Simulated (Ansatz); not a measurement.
Species: sum formula CuOClH₂, net charge 0, singlet state. 
Structure (B3LYP-D3(BJ)/def2-TZVP (Ansatz, a first-principles code) minimum search):
```xyz
5

Cu    -0.0357    -0.2217     0.1465
Cl     0.1124     1.5114    -1.0096
O     -0.1611    -1.8568     1.2385
H      0.1522    -1.7713     2.1474
H      0.2612    -2.6385     0.8613
```
Charge 0, spin multiplicity 1.

Total electronic energies in hartree. Valence correlation only, unless marked. No spin-orbit coupling. Frozen are the shells of the preceding noble gas and the d and f shells that filled before the atom's block. No relativistic terms. CBS(X,Y): correlation extrapolated as X^-3; Hartree-Fock from the larger set. The bracket is a focal-point correction in the basis named. The program attaches cautions to a run behind CCSD(T)/STO-3G: large difference.

| level | program | energy (Eh) |
|---|---|---|
| HF/def2-SVP | Ansatz | -2174.09551 |
| BLYP/def2-TZVPD | Ansatz | -2177.36051 |
| revPBE-D4/def2-TZVPD | Ansatz + dftd4 | -2177.07584 |
| r2SCAN-D3(BJ)/def2-TZVPD | Ansatz + dftd3 | -2177.19745 |
| B3LYP-D4/def2-TZVPD | Ansatz + dftd4 | -2177.34920 |
| B3LYP/def2-TZVPD | Ansatz | -2177.34490 |
| r2SCAN0-D4/def2-TZVPD | Ansatz + dftd4 | -2177.12852 |
| MP2/6-31G* | Ansatz | -2174.82448 |
| MP2/def2-SVPD | Ansatz | -2174.80541 |
| MP2/def2-TZVPPD | Ansatz | -2175.55654 |
| SCS-MP2/def2-TZVPP | Ansatz | -2175.48024 |
| SCS-MP2/def2-TZVPPD | Ansatz | -2175.48651 |
| CCSD(T)/STO-3G | Ansatz | -2150.22277 |
| CCSD(T)/def2-SVP | Ansatz | -2174.74641 |
| RI-MP2/CBS(def2-TZVPPD,def2-QZVPPD)+[CCSD(T)-MP2]/def2-TZVPPD | Ansatz | -2175.7196 |

Totals of different functionals don't rank their quality; only differences between species are comparable.
